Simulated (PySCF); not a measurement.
## Potential energy of IF along the bond

Set-up: PySCF, scalar-relativistic core potentials, basis sets I def2-SVP with ECP28, F def2-SVP. Energies in eV from I + F in their ground configurations at the same level. State: ¹Σ⁺ (singlet), closed shell.

Curves on a restricted Hartree–Fock reference rise too fast on stretching and do not dissociate correctly.

| R (Å) | RHF-MP2 | PBE0 |
| --- | --- | --- |
| 1.675 | -0.963 | -1.205 |
| 1.753 | -1.781 | -1.989 |
| 1.831 | -2.229 | -2.409 |
| 1.890 | -2.390 | -2.553 |
| 1.948 | -2.440 | -2.588 |
| 2.006 | -2.408 | -2.543 |
| 2.084 | -2.274 | -2.392 |
| 2.182 | -2.012 | -2.112 |
| 2.299 | -1.628 | -1.704 |
| 2.454 | -1.086 | -1.125 |

Put a parabola through the three lowest points of the RHF-MP2 curve and estimate Re, k and ωe (reduced mass 16.52 u; 1 eV/Å² = 0.16022 mdyn/Å; ωe = 1302.8·√(k/μ) cm⁻¹).

Through R = 1.89, 1.948, 2.006 Å the second-order coefficient is 12.2 eV/Å², so Re ≈ 1.954 Å, k ≈ 3.91 mdyn/Å and ωe ≈ 633 cm⁻¹. A polynomial fit of higher order to the unrounded RHF-MP2 energies gives Re = 1.952 Å, k = 3.78 mdyn/Å, ωe = 623 cm⁻¹; anharmonicity and rounding make the difference.

The higher-order fit for each curve: RHF-MP2: Re = 1.952 Å, ωe = 623 cm⁻¹, De = 2.44 eV; PBE0: Re = 1.941 Å, ωe = 632 cm⁻¹, De = 2.59 eV.

Correlated steps freeze 5 core orbitals. Correlated levels converge slowly with the basis: in double zeta they bind strong bonds too weakly, by up to about 1 eV, and carry superposition errors of some tenths. Spin–orbit coupling is left out, which matters for elements this heavy, above all for dissociation energies. Where the molecule has an RHF reference, its open-shell atoms are computed with UHF.
